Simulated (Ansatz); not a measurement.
Isolated molecules relaxed with PBE0-D4/def2-TZVP in Ansatz; ΔE leaves out vibrations. CCSD(T)/CBS is the MP2 limit (def2-TZVPP, def2-QZVPP) plus CCSD(T) − MP2 in def2-TZVPP, frozen cores. This one scheme is used for every species. Functionals use def2-TZVPP. B3LYP here is the variant with VWN-RPA as its local correlation; programs differ in this. Each species was taken in one conformer, which may not be the lowest.

Consider the substitution at a C–B bond: `Bc1ccccc1` + `CNN` → `CN(N)c1ccccc1` + BH₃.

(1) Is it downhill or uphill in electronic energy at CCSD(T)/CBS, and by how much? (An estimate is asked.)

(2) What do these levels give: BLYP-D4, r2SCAN-D4, r2SCANh-D4, BHLYP-D4, ωB97X-V, B3LYP, CAM-B3LYP, LC-ωPBE, CCSD(T)/def2-SVP, MP2/def2-TZVPP, SCS-MP2/def2-TZVPP, HF/CBS(def2)? (Best estimate.)

Largest T1 diagnostic among the species: 0.011.

## Answers

(1) The calculation gave: Uphill: ΔE = +65.9 kJ/mol.

(2) Ansatz gave: BLYP-D4 59.8, r2SCAN-D4 58.4, r2SCANh-D4 59.0, BHLYP-D4 63.6, ωB97X-V 57.8, B3LYP 72.1, CAM-B3LYP 65.6, LC-ωPBE 59.6, CCSD(T)/def2-SVP 46.0, MP2/def2-TZVPP 58.3, SCS-MP2/def2-TZVPP 62.5, HF/CBS(def2) 80.3 kJ/mol.

In def2-TZVPP, CCSD(T) changes the Hartree–Fock value by −16.9 kJ/mol (the triples alone add −3.6 kJ/mol) and MP2 by −21.1 kJ/mol. At CCSD(T), def2-SVP lies −19.9 kJ/mol from the extrapolated value and def2-TZVPP −3.5 kJ/mol. Leaving LDA and LC-ωPBE aside and taking each functional with its dispersion term where it has one, the values, not all of them listed here, spread over 13.1 kJ/mol, from revPBE-D4 to B2PLYP. LDA lies −21.9 kJ/mol from PBE without D4.
